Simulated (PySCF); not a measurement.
# HRu(OH) + Cl₂ → RuCl₂ + H₂O

Level: PBE0 in the def2-TZVP basis family, computed in PySCF with density fitting; scalar-relativistic core potentials for atoms from Rb on, none lighter, no spin–orbit coupling; open shells unrestricted.

| species | state and structure | E (Eh) | ZPE (kJ/mol) | H(298 K) − H(0) (kJ/mol) | S° (J/(mol K)) |
| --- | --- | --- | --- | --- | --- |
| HRu(OH) | triplet, Cs, O–H 0.963 Å, Ru–H 1.565 Å, Ru–O 1.848 Å; H–O–Ru 114.7°, H–Ru–O 100.2° | -171.20221 | 49.2 | 12.4 | 277.3 |
| Cl₂ | singlet, D∞h, Cl–Cl 1.982 Å | -920.08940 | 3.5 | 9.1 | 222.5 |
| RuCl₂ | quintet, D∞h, Ru–Cl 2.230 Å (×2) | -1015.07402 | 5.5 | 14.6 | 302.7 |
| H₂O | singlet, C2v, O–H 0.960 Å (×2); H–O–H 105.1° | -76.37736 | 56.5 | 9.9 | 188.7 |

Q: What is the electronic reaction energy?

A: At PBE0/def2-TZVP, ΔE = -419.5 kJ/mol from the differences of the total energies times 2625.5, downhill. 

Q: Add zero-point, thermal and entropy terms for 298.15 K and 1 bar.

A: ΔZPE = 9.3 and Δ[H(298) − H(0)] = 3.0 kJ/mol give ΔH° = -407.2 kJ/mol. ΔS° = -8.4 J/(mol K), so ΔG° = -407.2 − 298.15 × (-0.0084) = -405 kJ/mol.

Open d or f shells are single determinants, so the state found may not be the ground state. Each species is the lowest minimum found with this bonding; other isomers or fragments can lie lower.
